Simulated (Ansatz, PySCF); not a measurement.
Si(F)2(Cl)(Et) (C2H5ClF2Si), SMILES F[Si](CC)(Cl)F. Atoms are numbered in the order given.

```xyz
11

C     -2.5141    -0.1928     0.2003
C     -1.4535     0.9019     0.0371
Si     0.2401     0.2481    -0.2823
F      0.2720    -0.6213    -1.6396
F      1.3049     1.4414    -0.4751
Cl     0.9066    -0.9566     1.2347
H     -2.2753    -0.8561     1.0463
H     -2.5849    -0.8186    -0.7031
H     -3.5084     0.2413     0.3851
H     -1.4033     1.5436     0.9350
H     -1.7042     1.5756    -0.8028
```
Charge 0, spin multiplicity 1.

Geometry: r2SCAN-D4/def2-SVP. Other conformers were not sampled.

Two levels are set side by side: PBE-D3(BJ)/def2-SVP (Ansatz, a quantum-chemistry and plane-wave program) and r2SCAN-D4/def2-SVP (Ansatz). Each level has its own optimised geometry; the coordinates shown are those of the second. Frequencies come from the Hessian of PySCF at each geometry. Differences are taken from unrounded values.

```csv
quantity,r2SCAN-D4
mean bond length (Å),1.416
bond C1–C2 (Å),1.533
bond C2–Si3 (Å),1.843
bond Si3–F4 (Å),1.612
bond Si3–F5 (Å),1.611
bond Si3–Cl6 (Å),2.049
bond C1–H7 (Å),1.101
bond C1–H8 (Å),1.101
bond C1–H9 (Å),1.101
bond C2–H10 (Å),1.105
bond C2–H11 (Å),1.106
highest harmonic wavenumber (cm⁻¹),3138
mean harmonic wavenumber (cm⁻¹),1196
zero-point energy (kcal/mol),46.15
```

### Question
What does PBE-D3(BJ) give, and how far is it from r2SCAN-D4? (An estimate is asked for; the answer gives what the named calculation found.)

### Answer

```json
[
 {"quantity": "mean bond length (Å)", "PBE-D3(BJ)": "1.425", "PBE-D3(BJ) minus r2SCAN-D4": "0.009"},
 {"quantity": "bond C1–C2 (Å)", "PBE-D3(BJ)": "1.536", "PBE-D3(BJ) minus r2SCAN-D4": "0.003"},
 {"quantity": "bond C2–Si3 (Å)", "PBE-D3(BJ)": "1.857", "PBE-D3(BJ) minus r2SCAN-D4": "0.014"},
 {"quantity": "bond Si3–F4 (Å)", "PBE-D3(BJ)": "1.627", "PBE-D3(BJ) minus r2SCAN-D4": "0.014"},
 {"quantity": "bond Si3–F5 (Å)", "PBE-D3(BJ)": "1.625", "PBE-D3(BJ) minus r2SCAN-D4": "0.015"},
 {"quantity": "bond Si3–Cl6 (Å)", "PBE-D3(BJ)": "2.060", "PBE-D3(BJ) minus r2SCAN-D4": "0.012"},
 {"quantity": "bond C1–H7 (Å)", "PBE-D3(BJ)": "1.109", "PBE-D3(BJ) minus r2SCAN-D4": "0.007"},
 {"quantity": "bond C1–H8 (Å)", "PBE-D3(BJ)": "1.109", "PBE-D3(BJ) minus r2SCAN-D4": "0.007"},
 {"quantity": "bond C1–H9 (Å)", "PBE-D3(BJ)": "1.108", "PBE-D3(BJ) minus r2SCAN-D4": "0.008"},
 {"quantity": "bond C2–H10 (Å)", "PBE-D3(BJ)": "1.112", "PBE-D3(BJ) minus r2SCAN-D4": "0.007"},
 {"quantity": "bond C2–H11 (Å)", "PBE-D3(BJ)": "1.112", "PBE-D3(BJ) minus r2SCAN-D4": "0.007"},
 {"quantity": "highest harmonic wavenumber (cm⁻¹)", "PBE-D3(BJ)": "3070", "PBE-D3(BJ) minus r2SCAN-D4": "-68"},
 {"quantity": "mean harmonic wavenumber (cm⁻¹)", "PBE-D3(BJ)": "1166", "PBE-D3(BJ) minus r2SCAN-D4": "-30"},
 {"quantity": "zero-point energy (kcal/mol)", "PBE-D3(BJ)": "45.00", "PBE-D3(BJ) minus r2SCAN-D4": "-1.15"}
]
```
